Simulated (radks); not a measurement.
Radial electron density D(r) = 4 pi r^2 rho(r) of an atom or ion with 48 electrons. All-electron calculation, non-relativistic Kohn-Sham, r2SCAN, spin-polarised, spherical densities, point nucleus; meta-GGA in the generalised Kohn-Sham scheme. Program: a radial shooting solver on a logarithmic mesh with Libxc functionals.

r (bohr),D(r) (e/bohr)
0.002589,6.380
0.002966,8.052
0.003425,10.24
0.003956,12.92
0.004532,15.98
0.005234,19.82
0.005996,24.04
0.006925,29.12
0.007934,34.45
0.009163,40.48
0.0105,46.33
0.01212,52.35
0.014,57.73
0.01604,61.79
0.01853,64.55
0.02122,65.44
0.02451,64.58
0.02808,62.45
0.03243,59.68
0.03716,57.72
0.04291,57.69
0.04956,60.72
0.05678,66.43
0.06557,74.27
0.07512,81.18
0.08676,85.22
0.0994,84.16
0.1148,78.03
0.1315,69.96
0.1519,63.16
0.1754,61.61
0.201,65.16
0.2321,70.30
0.2659,71.11
0.3071,63.96
0.3518,50.77
0.4063,35.49
0.4655,25.54
0.5376,22.40
0.6209,24.52
0.7113,26.68
0.8215,25.62
0.9412,21.23
1.087,15.05
1.245,9.774
1.438,5.850
1.648,3.633
1.903,2.265
2.198,1.379
2.518,0.7760
2.908,0.3496
3.331,0.1311
3.847,0.03488
4.408,0.007357
5.09,0.0009831

What is the nuclear charge?

Answer. Z = 52. The innermost maximum, from 1s, lies near 1/Z = 0.0192 bohr (found: 0.0212), and its height grows with Z. The density is that of the tellurium ion Te4+ in [Kr] 4d10 5s2; the configuration itself is not fixed sharply by these data, and Z only to a few units. D(r) has 4 maxima, at r = 0.0212, 0.0903, 0.253, 0.734 bohr, and minima at 0.0399, 0.170, 0.533 bohr, inside which lie 2.00, 11.39, 28.93 electrons.
